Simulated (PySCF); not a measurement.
F2Zn, SMILES [F][Zn-][F] (connectivity only; charge and spin as stated), charge -1, multiplicity 2.

Coordinates come from a B3LYP-D3(BJ)/def2-SVPD optimisation.

Method: PySCF with IEF-PCM-B3LYP/def2-SVPD.

The values are the electrostatic part of the solvation free energy, E(continuum) − E(gas) at the gas-phase geometry, in a cavity of scaled van der Waals radii (PySCF's table); cavitation and dispersion terms are not included. A continuum can't describe solvent molecules that bind to the metal.

Computed values in water (ε = 78.36), cyclohexanone (ε = 15.62), acetonitrile (ε = 35.69):
```tsv
solvent	ε	ΔG(elec) (kcal/mol)
water	78.36	-61.1
cyclohexanone	15.62	-57.6
acetonitrile	35.69	-60.1
```
